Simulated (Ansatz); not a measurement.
`C[SiH2]OC(F)F`, relaxed with RKS PBE-D4/def2-SVP in the Gaussian-basis code of Ansatz from a rough embedded geometry. The force threshold is 0.03 eV/Å; the program also tests the step.

Total charge 0; spin multiplicity 1.

Start:

```xyz
12

C    -1.333    0.786    1.012
Si   -0.681   -0.690    0.099
O     0.988   -0.867    0.134
C     1.648   -0.189   -0.923
F     1.578    1.166   -0.628
F     3.012   -0.500   -0.704
H    -0.871    1.709    0.565
H    -0.984    0.758    2.024
H    -2.349    0.835    0.971
H    -1.112   -0.639   -1.322
H    -1.292   -1.928    0.682
H     1.394   -0.439   -1.910
```

```tsv
step	energy (eV)	largest force (eV/Å)	largest move (Å)
1	-17506.9958	6.324	0.000
2	-17507.5293	2.006	0.069
3	-17507.6249	0.348	0.046
4	-17507.6350	0.266	0.141
5	-17507.6389	0.104	0.029
6	-17507.6399	0.019	0.016
7	-17507.6406	0.021	0.022
8	-17507.6418	0.087	0.076
9	-17507.6425	0.068	0.033
10	-17507.6433	0.178	0.122
11	-17507.6445	0.070	0.009
12	-17507.6455	0.014	0.044
13 (rejected)	-17507.6450	0.306	0.159
14	-17507.6465	0.079	0.077
15	-17507.6469	0.201	0.099
16	-17507.6481	0.086	0.004
17	-17507.6493	0.023	0.045
```

End:

```xyz
12

C    -1.222    0.796    1.063
Si   -0.823   -0.697    0.005
O     0.869   -0.953   -0.119
C     1.723   -0.221   -0.874
F     1.267    1.080   -1.003
F     2.929   -0.168   -0.259
H    -0.812    1.714    0.599
H    -0.781    0.687    2.074
H    -2.320    0.913    1.173
H    -1.384   -0.557   -1.384
H    -1.308   -1.969    0.629
H     1.863   -0.626   -1.904
```

Run time 25 s (4 threads of an Arm Neoverse V1 on a shared host); peak host memory 0.16 GiB.
